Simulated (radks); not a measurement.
Results of a calculation; reference values are marked as such.
Task: Coherent X-ray form factor from a spherical all-electron density. Level of theory: scalar-relativistic Kohn-Sham, r2SCAN, spin-polarised, spherical densities, finite nucleus; meta-GGA in the generalised Kohn-Sham scheme; Fermi nuclear charge, rms radius of each element as measured or else 0.836 A^(1/3) + 0.57 fm (a radial shooting solver on a logarithmic mesh with Libxc functionals).

| sin(theta)/lambda (1/angstrom) | f0 (electrons) |
|---|---|
| 0.05 | 9.826 |
| 0.1 | 9.337 |
| 0.15 | 8.619 |
| 0.2 | 7.777 |
| 0.25 | 6.902 |
| 0.3 | 6.060 |
| 0.4 | 4.615 |
| 0.5 | 3.546 |
| 0.6 | 2.806 |
| 0.8 | 1.984 |
| 1 | 1.615 |
| 1.25 | 1.381 |
| 1.5 | 1.217 |
| 2 | 0.927 |

The species is in the configuration that NIST lists as its ground one. Which atom or ion scatters so?

Result: Neutral neon, [Ne]. Extrapolating in s^2 from the first two rows gives f0(0) = 10.0, near the electron count 10; among species with that count, the fall with angle is slower the higher Z, and the table is that of Z = 10; from so few rows the species is fixed only to a neighbour or two.
